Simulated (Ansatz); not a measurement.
`[NH2][Al]([F])[O][SiH3]` and `[NH2][Al]([F])[F]` differ in one atom or group.

Ansatz, PBE0-D4/def2-TZVP geometries, multiplicity 1. Each molecule was computed in one conformer, which needn't be the lowest.

```tsv
property	`[NH2][Al]([F])[O][SiH3]`
HOMO energy (B3LYP/def2-TZVPP) / eV	-7.53
size of the dipole moment (ωB97M-V/def2-TZVPP) / D	2.04
HOMO energy (PBE/def2-TZVPP) / eV	-6.36
size of the dipole moment (PBE/def2-TZVPP) / D	2.08
HOMO–LUMO gap (ωB97M-V/def2-TZVPP) / eV	11.15
LUMO energy (PBE/def2-TZVPP) / eV	-1.45
```

Q: Give the same properties after the change, and the shifts. (An estimate is asked.)

A: The calculation gave: 
```csv
property,`[NH2][Al]([F])[F]`,shift
HOMO energy (B3LYP/def2-TZVPP) / eV,-7.79,-0.26
size of the dipole moment (ωB97M-V/def2-TZVPP) / D,2.51,0.47
HOMO energy (PBE/def2-TZVPP) / eV,-6.58,-0.22
size of the dipole moment (PBE/def2-TZVPP) / D,2.53,0.45
HOMO–LUMO gap (ωB97M-V/def2-TZVPP) / eV,11.35,0.20
LUMO energy (PBE/def2-TZVPP) / eV,-1.53,-0.08
```

With PBE0 the HOMO falls by 0.25 eV and the LUMO falls by 0.07 eV, so the gap widens by about 0.18 eV. PBE moves the HOMO by -0.22 eV and ωB97M-V by -0.25 eV. Dipoles are sizes alone; their direction can turn.

B3LYP here is the variant with VWN-RPA as its local correlation; programs differ in this.
